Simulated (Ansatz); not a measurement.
All numbers were calculated with Ansatz.

Basis-set series for CH5NSn, SMILES `[CH2]1[NH][SnH2]1`. Charge 0, multiplicity 1. Sn: def2 effective core potential. The structure was optimised at the PBE0-D4/def2-TZVP level.

| functional | basis | functions | energy (Eh) | HOMO (eV) | LUMO (eV) |
| --- | --- | --- | --- | --- | --- |
| PBE0-D4 | def2-TZVPP | 182 | -310.02984 | -6.24 | -1.88 |
| PBE0-D4 | def2-QZVPP | 346 | -310.03719 | -6.26 | -1.91 |
| ωB97M-V | def2-TZVPP | 182 | -310.03685 | -8.17 | 0.05 |
| ωB97M-V | def2-QZVPP | 346 | -310.04425 | -8.19 | -0.02 |

(1) Give the rows for def2-SVP. (Best estimate.)

Answers

(1) The calculation gave: 
| functional | basis | functions | energy (Eh) | HOMO (eV) | LUMO (eV) |
| --- | --- | --- | --- | --- | --- |
| PBE0-D4 | def2-SVP | 79 | -309.91006 | -6.17 | -1.75 |
| ωB97M-V | def2-SVP | 79 | -309.90975 | -8.05 | 0.27 |

Positive LUMOs are unbound and depend on the basis.
